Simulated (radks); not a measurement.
Mg I, 12 electrons, occupied as [Ne] 3s2.

All-electron calculation, Dirac Kohn-Sham, PBE, spin-unpolarised, spherical densities, finite nucleus; Fermi nuclear charge, rms radius 3.057 fm. Program: a radial shooting solver on a logarithmic mesh with Libxc functionals.

Energy parts (hartree):
| part | energy |
|---|---|
| total | -200.27986 |
| kinetic | 200.57074 |
| electron-nucleus | -480.45274 |
| Hartree | 95.94084 |
| exchange-correlation | -16.33871 |

Orbitals (lengths in bohr, moments of r in powers of bohr):
orbital  occ.  eigenvalue (hartree)     <r^4>   <1/r>  small-component weight
1s1/2       2             -46.28868  0.001375   11.63                1.79e-03
2s1/2       2              -2.93407    0.6584   2.101                2.31e-04
2p1/2       2              -1.71989    0.8874   1.961                2.08e-04
2p3/2       4              -1.70930    0.8988   1.953                2.07e-04
3s1/2       2              -0.17292     241.9  0.4218                1.74e-05
3p1/2       0              -0.04904      1284  0.2883                8.90e-06
3p3/2       0              -0.04879      1294  0.2877                8.87e-06

The highest occupied level is 3s1/2 at -4.705 eV. For comparison, the ionisation energy in NIST's Atomic Spectra Database is 7.646 eV (measured). In exact Kohn-Sham theory the highest level is minus the ionisation energy, but local and semilocal functionals leave it too shallow, through self-interaction and a potential that decays too fast; potentials with the right tail come closer.
